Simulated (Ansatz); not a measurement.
```yaml
crystal:
  periodic: [false, false, false]
  atoms:
    - {symbol: D, position_ang: [-0.810244, -0.247995, 1.794315]}
    - {symbol: C, position_ang: [-0.096100, -0.206164, 0.769431]}
    - {symbol: S, position_ang: [1.691672, -0.507435, 0.611162]}
    - {symbol: Si, position_ang: [0.415295, 0.016699, -0.966586]}
    - {symbol: Cl, position_ang: [0.522475, 1.867083, -1.801386]}
    - {symbol: H, position_ang: [-1.780179, -0.025085, 1.572934]}
    - {symbol: H, position_ang: [0.118381, -0.965202, -2.025571]}
basis:
  gaussian: {orbitals: def2-mTZVP, point_charges: [{charge: -1.00, position_ang: [4.813, -0.454, 0.698]}]}
hamiltonian: {xc: {name: revPBE}, dispersion: d3bjatm, pseudopotentials: {relativity: none}}
output: {forces: true}
```

```sh
$ ansatz run in.yaml --threads 2 --pin off --events-out ev --progress --plain --max-ram 4352MiB
```

Output, abridged:

```
Error: YAML parse error: error: line 4 column 16: `D` is not an element symbol (H … Og, case-exact)
 --> <input>:4:16
2 |   periodic: [false, false, false]
3 |   atoms:
4 |     - {symbol: D, position_ang: [-0.810244, -0.247995, 1.794315]}
5 |     - {symbol: C, position_ang: [-0.096100, -0.206164, 0.769431]}
6 |     - {symbol: S, position_ang: [1.691672, -0.507435, 0.611162]}
```

In this input an element symbol is wrong. The input was rejected before any iteration.
